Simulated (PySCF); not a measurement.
C6H9NO2.
SMILES with atom numbers: `[CH2:1]=[CH:2][NH:3][C:4](=[O:5])/[CH:6]=[CH:7]/[O:8][CH3:9]` (hydrogens: H10, H11 on C1; H12 on C2; H13 on N3; H14 on C6; H15 on C7; H16, H17, H18 on C9)

All values: CAM-B3LYP/def2-SVPD (PySCF, non-relativistic), on one gas-phase PBE0-D3(BJ)/def2-SVP geometry that isn't relaxed in the solvent. The solvent is an IEF-PCM continuum (van der Waals radii × 1.2). Specific hydrogen bonds and non-electrostatic terms are outside this model.

Gas phase at CAM-B3LYP/def2-SVPD: HOMO -7.79 eV, LUMO 0.05 eV, dipole 4.80 D.

What does the continuum do to the energy, the frontier levels and the dipole at CAM-B3LYP/def2-SVPD in cyclohexane and chloroform?

```json
{"solvent": "cyclohexane", "ε": "2.017", "E(solvent) − E(gas) (kcal/mol)": "-3.91", "polarisation term (kcal/mol)": "-4.21", "distortion of the solute (kcal/mol)": "0.30", "HOMO (eV)": "-7.78", "LUMO (eV)": "0.06", "dipole (D)": "5.41"}
{"solvent": "chloroform", "ε": "4.711", "E(solvent) − E(gas) (kcal/mol)": "-7.26", "polarisation term (kcal/mol)": "-8.39", "distortion of the solute (kcal/mol)": "1.13", "HOMO (eV)": "-7.78", "LUMO (eV)": "0.04", "dipole (D)": "5.98"}
```

Polarisation term: ½ Σ q·V over the induced surface charges. Distortion: the rise of the solute's own energy as its density leaves the gas-phase optimum. From cyclohexane to chloroform the lowering changes by a factor 1.86, Onsager's factor (ε − 1)/(2ε + 1) by 1.76 and ε itself by 2.3.

Which radius a makes the point-dipole formula ΔE = −[(ε − 1)/(2ε + 1)]·μ²/a³ give the value in chloroform, with the gas-phase dipole?

μ = 1.888 au and |ΔE| = 0.01156 Eh give a = 2.53 Å; the farthest nucleus lies 4.96 Å from the centroid of the nuclei, so such a sphere wouldn't even hold the nuclei. The formula assumes a rigid point dipole at the centre of a sphere.

How does the static polarisability (CAM-B3LYP/def2-SVPD, frozen core, with the continuum's full static response) change?

```json
{"medium": "gas", "isotropic (au)": "99.4", "principal values (au)": "59.3, 85.9, 153.1", "⟨r²⟩ of the electrons (bohr²)": "1900.4"}
{"medium": "cyclohexane", "isotropic (au)": "111.6", "principal values (au)": "65.8, 96.7, 172.4", "⟨r²⟩ of the electrons (bohr²)": "1900.1"}
{"medium": "chloroform", "isotropic (au)": "122.9", "principal values (au)": "73.1, 107.1, 188.6", "⟨r²⟩ of the electrons (bohr²)": "1899.9"}
```

The isotropic value in chloroform is 1.24 times the gas-phase one; no cavity-field correction is applied. ⟨r²⟩ is taken about the centre of nuclear charge.

The run took about 90 s of CPU time (one thread, shared machine). This is the whole response run at CAM-B3LYP/def2-SVPD in chloroform, SCF included.

The values belong to the conformer `[CH2:1]=[CH:2][NH:3][C:4](=[O:5])/[CH:6]=[CH:7]/[O:8][CH3:9]`: C1–C2–N3–C4 180°, C2–N3–C4–O5 0°, N3–C4–C6–C7 180°, C6–C7–O8–C9 0°.
